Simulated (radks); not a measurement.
The numbers below are computed, except where a source is named.
All-electron atom: Tb4+ in [Xe] 4f7 (the NIST ground configuration). Code: a radial shooting solver on a logarithmic mesh with Libxc functionals. Model: scalar-relativistic Kohn-Sham, LB94 model potential, spin-polarised, spherical densities, finite nucleus; open shells are filled with parallel spins first (spin-orbit coupling, left out, can overturn this in heavy ions); Fermi nuclear charge, rms radius 5.06 fm.

Normalised radial functions P(r) = r R(r), r in bohr:

| r | 5s up | 5d up |
|---|---|---|
| 0.00371 | 0.1240 | 0.0001 |
| 0.00567 | 0.1541 | 0.0004 |
| 0.008733 | 0.1731 | 0.0012 |
| 0.01334 | 0.1582 | 0.0036 |
| 0.02056 | 0.0785 | 0.0109 |
| 0.03141 | -0.0758 | 0.0301 |
| 0.048 | -0.2423 | 0.0742 |
| 0.07393 | -0.2355 | 0.1559 |
| 0.113 | 0.0888 | 0.2429 |
| 0.174 | 0.3998 | 0.2160 |
| 0.2659 | 0.0239 | -0.0478 |
| 0.4096 | -0.5796 | -0.3642 |
| 0.6259 | -0.0459 | -0.2371 |
| 0.9564 | 0.9448 | 0.3501 |
| 1.473 | 0.8753 | 0.7969 |
| 2.251 | 0.2749 | 0.6656 |
| 3.467 | 0.0234 | 0.2277 |
| 5.298 | 0.0003 | 0.0235 |

5s up: eigenvalue -103.15 eV, 4 radial nodes at r = 0.0261, 0.103, 0.270, 0.637 bohr, <r> = 1.26 bohr, 90 % of the charge inside 1.80 bohr. 5d up (empty): eigenvalue -46.511 eV, 2 radial nodes at r = 0.251, 0.758 bohr, <r> = 1.89 bohr, 90 % of the charge inside 2.78 bohr.
